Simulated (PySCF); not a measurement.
C6H6O, SMILES C1=C[C@H]2C=C[C@@H]1O2. Coordinates come from a PBE0-D3(BJ)/def2-SVP optimisation. The structure was generated by enumeration; whether it is a known compound was not checked. Other conformers were not sampled.

**Question.** Give the equilibrium geometry at PBE0-D3(BJ)/def2-SVP (PySCF confirms it by a frequency run) as bond lengths and angles, and its point group. (The exact figures need the calculation; the answer reports its results.)

**Answer.** Several could match; the one computed here: point group C2v.
Atoms: C1 C2 C3 C4 C5 C6 O7 H8 H9 H10 H11 H12 H13. Bonds (Å): C1–C2 1.332, C1–C6 1.544, C1–H8 1.089, C2–C3 1.544, C2–H9 1.089, C3–C4 1.544, C3–O7 1.419, C3–H10 1.097, C4–C5 1.332, C4–H11 1.089, C5–C6 1.544, C5–H12 1.089, C6–O7 1.419, C6–H13 1.097. Angles (°): C2–C1–C6 104.4, C2–C1–H8 129.5, C6–C1–H8 126.0, C1–C2–C3 104.4, C1–C2–H9 129.5, C3–C2–H9 126.0, C2–C3–C4 107.0, C2–C3–O7 100.4, C2–C3–H10 117.3, C4–C3–O7 100.4, C4–C3–H10 117.3, O7–C3–H10 112.0, C3–C4–C5 104.4, C3–C4–H11 126.0, C5–C4–H11 129.5, C4–C5–C6 104.4, C4–C5–H12 129.5, C6–C5–H12 126.0, C1–C6–C5 107.0, C1–C6–O7 100.4, C1–C6–H13 117.3, C5–C6–O7 100.4, C5–C6–H13 117.3, O7–C6–H13 112.0, C3–O7–C6 95.4.
